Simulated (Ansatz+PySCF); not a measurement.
**quartet MoN: levels of theory in one basis**

```xyz
2

Mo    0.0000    0.0000    0.0000
N     0.0000    0.0000    1.7014
```

Basis set: def2-SVP (spherical functions, with the set's core potentials past Kr). Correlated methods keep 1 orbital frozen. Correlation on ROHF uses semicanonical orbitals with singles. Charge 0, multiplicity 4.

Computed with Ansatz (development build ahead of 0.2.0); each method stands on the lowest determinant of its kind that the runs found.

| method | E − E(ROHF) (eV) | <S²> of the determinant |
| --- | --- | --- |
| ROHF | 0.00 | 3.75 |
| UHF | -1.69 | 4.97 |
| UHF-MP2 | -8.22 | 4.97 |

(1) What does ROHF-MP2 give on the same scale?

(2) Is a single determinant a sound starting point here?

Answers

(1) -10.53 eV.

(2) It is doubtful. Unrestricted orbitals lower Hartree–Fock by 1.69 eV and <S²> is 4.97 where a pure state has 3.75, a sign of strong static correlation.

Caution: another spin multiplicity may lie lower. Caution for ROHF, ROHF-MP2: an unrestricted determinant lies well below. Caution for UHF, UHF-MP2: the unrestricted determinant is a mixture of spin states.
